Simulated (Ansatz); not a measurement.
The same atomization along the group O, Se, Te.

Isolated molecules relaxed with PBE0-D4/def2-TZVP in Ansatz; ΔE leaves out vibrations. CCSD(T)/CBS is the MP2 limit (def2-TZVPP, def2-QZVPP) plus CCSD(T) − MP2 in def2-TZVPP, frozen cores. This one scheme is used for every species, atoms too. Functionals use def2-TZVPP. No spin–orbit coupling; open shells (•) take unrestricted orbitals. Spin–orbit coupling would lower the free atoms: a little for C, O; clearly for Se; strongly for Te. Elements past krypton have def2 core potentials. For Se, Te outer-core shells are correlated without core-valence functions, so the limit isn't a true one: a few kJ/mol of doubt a bond, and 10 to 20 or more in all where bonds break to atoms. Scalar relativity is left out up to krypton. Each species was taken in one conformer, which may not be the lowest.

```
                            reaction  CCSD(T)/def2-SVP (kJ/mol)  B97M-V (kJ/mol)
     `NC#CO` → 2 C• + 3 H• + N• + O•                       2603             2778
`NC#C[SeH]` → 2 C• + 3 H• + N• + Se•                       2401             2583
`NC#C[TeH]` → 2 C• + 3 H• + N• + Te•                       2318             2516
```

Task: Give the CCSD(T)/CBS values in the same order. (An estimate is asked.)

Result: The calculation gave: 2778, 2573, 2513 kJ/mol.

Largest T1 diagnostic: 0.013, for `NC#C[TeH]`.

For atomizations the MP2-based limit and the directly extrapolated one differ by several kJ/mol either way, and by 10 to 25 for some Ge, Se and Sn compounds, so smaller differences from it don't rank the levels.
